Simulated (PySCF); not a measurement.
1-chloro-1,3-difluorobuta-1,2-diene (C4H3ClF2), SMILES ClC(=C=C(C)F)F. The structure is a stationary point at B3LYP-D3(BJ)/def2-SVP.

**Question.** Give the equilibrium geometry at B3LYP-D3(BJ)/def2-SVP (PySCF confirms it by a frequency run) as Cartesian coordinates in Å. (Estimate from the structure and the level; the computed values follow.)

**Answer.** 
```xyz
10

C     -2.3750    -0.0114    -1.4191
C     -1.6040    -0.2317    -0.1606
F     -2.4080    -0.4164     0.9047
C     -0.2985    -0.2604    -0.0204
C      1.0017    -0.2466     0.0767
F      1.7752    -1.3224    -0.0542
Cl     1.9475     1.1776     0.3930
H     -1.7041     0.1393    -2.2738
H     -3.0259    -0.8796    -1.6146
H     -3.0271     0.8704    -1.3061
```
Charge 0, spin multiplicity 1.
